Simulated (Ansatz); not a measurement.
CH₇BGeSe (`C[B]([GeH3])[SeH]`), relaxed with RKS PBE0-D4/def2-TZVP in the Gaussian-basis code of Ansatz from a PBE-D4/def2-SVP geometry. The force threshold is 0.005 eV/Å; the program also tests the step.

Total charge 0; spin multiplicity 1.

Start:

```xyz
11

C    -0.330   -1.414    0.424
B     0.398   -0.126   -0.104
Ge   -0.570    1.712   -0.186
Se    2.219   -0.090   -0.719
H    -1.276   -1.579   -0.137
H    -0.649   -1.248    1.478
H     0.266   -2.348    0.387
H     0.351    2.889   -0.614
H    -1.190    2.080    1.194
H    -1.753    1.660   -1.197
H     2.535   -1.537   -0.527
```

Question: How much energy does the relaxation release, and in how many steps? (Estimate.)

Answer: Ansatz gave: 0.62 kcal/mol, in 14 steps, 1 of them rejected.

Question: Which bonds change most? (An estimate is asked.)

Answer: Ansatz gave: Se4–H11 from 1.494 to 1.475 Å; C1–H7 from 1.109 to 1.092 Å; C1–H6 from 1.113 to 1.097 Å; C1–H5 from 1.113 to 1.097 Å.

Question: Give the relaxed structure. (Estimate.)

Answer: The calculation gave: 
```xyz
11

C    -0.336   -1.406    0.399
B     0.395   -0.122   -0.099
Ge   -0.571    1.707   -0.178
Se    2.219   -0.092   -0.675
H    -1.229   -1.585   -0.211
H    -0.711   -1.248    1.417
H     0.271   -2.314    0.394
H     0.322    2.847   -0.701
H    -1.077    2.111    1.221
H    -1.809    1.623   -1.093
H     2.526   -1.520   -0.473
```
